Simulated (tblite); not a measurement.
Species: C5H14Si2.
Cartesian coordinates in Å at the GFN2-xTB level; atoms count from 1:
```
atom  x, y, z in Å
C1    -3.3715    0.8097    0.6605
C2    -2.1837    0.2699    0.8700
C3    -1.7639   -1.0706    0.3879
Si4   -0.6808   -0.9208   -1.1797
C5     0.7938    0.2264   -0.8424
Si6    1.9121   -0.2634    0.6181
C7     3.4279    0.8798    0.6606
H8    -3.6227    1.7968    1.0098
H9    -4.1463    0.2777    0.1324
H10   -1.4230    0.8284    1.4006
H11   -2.6405   -1.6774    0.1632
H12   -1.1920   -1.5803    1.1637
H13   -1.5014   -0.3747   -2.2708
H14   -0.2112   -2.2629   -1.5497
H15    0.4198    1.2374   -0.6757
H16    1.3992    0.2782   -1.7476
H17    1.1848   -0.1314    1.8893
H18    2.3554   -1.6563    0.4660
H19    3.1430    1.9189    0.7994
H20    4.0967    0.6132    1.4733
H21    3.9956    0.8183   -0.2635
```

Calculated harmonic vibrations of the isolated species, GFN2-xTB (tblite), most abundant isotopes, no scaling. This tight-binding method is rough: wavenumbers can miss measured ones by several per cent, in bad cases by 10 to 20. Modes of hydrogen on silicon can be 10 to 20 % off. One conformer, not necessarily the lowest.

Harmonic wavenumbers (cm⁻¹): 26.4, 44.0, 60.9, 94.7, 115.7, 130.0, 148.9, 208.7, 265.9, 409.1, 437.5, 453.3, 565.2, 566.1, 590.8, 629.5, 675.4, 701.3, 715.0, 748.5, 768.3, 775.5, 787.3, 803.3, 825.2, 831.0, 845.7, 878.1, 958.4, 1021.9, 1024.2, 1055.5, 1139.0, 1186.9, 1208.9, 1298.2, 1376.1, 1414.2, 1454.3, 1467.8, 1491.3, 1494.8, 1709.5, 2191.8, 2198.9, 2210.4, 2216.8, 2969.4, 2979.1, 2980.9, 2996.0, 3034.9, 3037.6, 3044.8, 3049.2, 3095.1, 3120.8.

A = 2851, B = 788.8, C = 698.7 MHz; mass 130.063 u (most abundant isotopes); point group C1, symmetry number 1.

Problem. Zero-point energy?

Solution. ½Σν̃ = 36264 cm⁻¹ = 433.81 kJ/mol.

Problem. What is S at 350 K and 1 bar for an ideal gas of classical rigid rotors and harmonic oscillators?

Solution. Translation 172.90, rotation 126.28, vibration 191.68: S = 490.9 J/(mol K).

Problem. And Cp and H(350 K) − H(0)?

Solution. Cp = 211.93 J/(mol K), of which vibrations give 178.67 (their classical limit is 57 R = 473.9); H(350 K) − H(0) = 44.21 kJ/mol without the zero-point energy, 32.57 from vibrations.

Problem. How do the functions run with temperature in this model?

Solution. 
| T (K) | S (J/(mol K)) | Cp (J/(mol K)) | H − H(0) (kJ/mol) | G − H(0) (kJ/mol) | ln q(vib) |
| --- | --- | --- | --- | --- | --- |
| 50 | 262.0 | 69.2 | 2.50 | -10.60 | 1.30 |
| 100 | 317.9 | 92.7 | 6.60 | -25.19 | 3.33 |
| 298.15 | 458.9 | 187.1 | 33.86 | -102.96 | 10.19 |
| 373.15 | 504.8 | 222.3 | 49.24 | -139.11 | 12.60 |
| 500 | 576.9 | 271.1 | 80.67 | -207.79 | 16.57 |
| 750 | 700.6 | 338.5 | 157.48 | -367.95 | 23.97 |
| 1000 | 804.5 | 383.4 | 248.07 | -556.44 | 30.74 |

q(vib) and H(0) count from the zero-point level.

Problem. What must be added to the electronic energy to get the Gibbs energy at 350 K and 1 bar?

Solution. ZPE + [H(350 K) − H(0)] − T·S = 433.81 + 44.21 − 171.80 = 306.22 kJ/mol.

Hindered rotation and anharmonicity are outside this model. Other conformers, if any are populated, would add a mixing term that is left out. The structure is chiral; the term R ln 2 for an equal mix with its mirror image is left out.

On one thread of an Intel Xeon at 2.50 GHz (shared host), this took 3.4 s wall. This covers the Hessian and the dipole derivatives.
